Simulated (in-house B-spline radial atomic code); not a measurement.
Configurations of the arsenic ion As⁵⁺, with energies counted from [Ar] 3d10. Level of theory: scalar-relativistic (X2C) LDA PW92, spin-polarised, spherical fractional occupations, Fermi nucleus of rms radius 4.0968 fm; calculated with a B-spline radial code for spherical atoms. Shells without spins written out take the highest spin.

Occupations are held fixed; configurations that lie above the ionisation limit could autoionise.

| configuration | E - E(ref) (eV) | highest orbital | its <r> (bohr) |
| --- | --- | --- | --- |
| [Ar] 3d(5 up, 4 down) 4s(1 up, 0 down) | 39.969 | 4s up | 1.564 |
| [Ar] 3d9 4p1 | 53.87 | 4p up | 1.726 |
| [Ne] 3s2 3p(3 up, 2 down) 3d10 4p(1 up, 0 down) | 147.25 | 4p up | 1.723 |
| [Ne] 3s2 3p5 3d10 4d1 | 167.7 | 4d up | 2.142 |

**Question.** Order these further configurations by energy, lowest first.
A. [Ne] 3s2 3p5 3d10 4f1
B. [Ne] 3s2 3p5 3d10 4s1
C. [Ar] 3d(4 up, 5 down) 4f(0 up, 1 down)
D. [Ar] 3d(4 up, 5 down) 4d(1 up, 0 down)
E. [Ar] 3d9 4d1

**Answer.** E (74.246 eV), D (74.42 eV), C (89.851 eV), B (133.33 eV), A (183.32 eV).
